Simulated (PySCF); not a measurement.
C4H14Si3.
Atom-mapped SMILES: `[SiH3:1][SiH:2]([SiH3:3])[CH:4]1[CH2:5][CH2:6][CH2:7]1`

Structure used (GFN2-xTB), in Å, numbered top down from 1:
```
atom  x, y, z in Å
Si1    2.1216    2.0037    0.0789
Si2    0.9727    0.0972   -0.5852
Si3    2.1230   -1.9207   -0.5642
C4    -0.5792   -0.0821    0.5129
C5    -1.6417   -1.1082    0.0737
C6    -2.7316   -0.0437    0.2576
C7    -1.6448    1.0272    0.4219
H8     1.3585    3.2507   -0.0262
H9     3.3303    2.1896   -0.7281
H10    2.5620    1.9194    1.4750
H11    0.4170    0.3197   -1.9432
H12    1.3620   -3.0705   -1.0609
H13    3.3308   -1.8370   -1.3891
H14    2.5662   -2.2860    0.7848
H15   -0.2943   -0.2509    1.5543
H16   -1.5303   -1.4196   -0.9643
H17   -1.7316   -1.9984    0.6944
H18   -3.3221   -0.1928    1.1602
H19   -3.4082    0.0934   -0.5844
H20   -1.5325    1.6534   -0.4625
H21   -1.7367    1.6725    1.2941
```

NICS = −σ at a ghost point: NICS(0) at the centroid of the ring atoms, NICS(1) 1 Å to either side along the normal of their mean plane, zz for the tensor component along that normal. Level: GIAO PBE0/pcSseg-1 (PySCF, non-relativistic, gas phase) on the GFN2-xTB geometry, one conformer.

Ring bond lengths (Å), with Mayer bond orders in brackets: C4–C5 1.541 (1.01), C5–C6 1.535 (1.05), C6–C7 1.535 (1.05), C7–C4 1.541 (1.01).

Problem. What do the NICS probes read (ppm)?

Solution. 
```csv
ring,type,NICS(0),"NICS(1), two faces","NICS(1)zz, two faces",rms pucker (Å),"centre to ring atoms, mean (Å)"
C4–C5–C6–C7,4-membered carbocycle; formal bonds all single,1.7,0.8 / 0.2,5.6 / 6.5,0.07,1.09
```

Problem. What can be read from them?

Solution. 
- C4–C5–C6–C7: mean NICS(1)zz 6.0 ppm, deshielded. C4, C5, C6, C7 have four or more neighbours, and the NICS criterion for π rings isn't applied.

Problem. What is the mean of the two in-plane components of NICS at the first NICS(1) probe listed for ring C4–C5–C6–C7, 1 Å off the ring?

Solution. The isotropic value is a third of the trace: (3 × 0.8 − (5.6))/2 = -1.6 ppm.

Problem. Give the inner angles of the rings and the Hirshfeld charges of the ring atoms.

Solution. 
- C4–C5–C6–C7: C4 89.2° (-0.113 e), C5 89.6° (-0.070 e), C6 89.6° (-0.068 e), C7 89.6° (-0.070 e); sum 358.1° against 360° for a flat convex ring.

Problem. What are the shieldings of the ring atoms and their hydrogens in the same run (means over atoms taken as equivalent)?

Solution. 
```
   atoms                  environment  σ isotropic (ppm)  principal values of the symmetric part, first atom (ppm)
      C4  sp3 carbon bound to silicon              168.5                                       152.0, 172.4, 181.1
 C5 (×2)    four-membered-ring carbon              158.3                                       145.8, 147.3, 181.7
      C6    four-membered-ring carbon              165.7                                       152.3, 164.7, 180.2
     H15             methine hydrogen              29.71                                          26.9, 29.5, 32.7
H16 (×2)           methylene hydrogen              29.69                                          26.0, 30.0, 33.1
H17 (×2)           methylene hydrogen              29.42                                          25.6, 27.5, 35.2
     H18           methylene hydrogen              29.41                                          26.2, 26.8, 35.2
     H19           methylene hydrogen              29.58                                          25.9, 26.4, 36.4
```
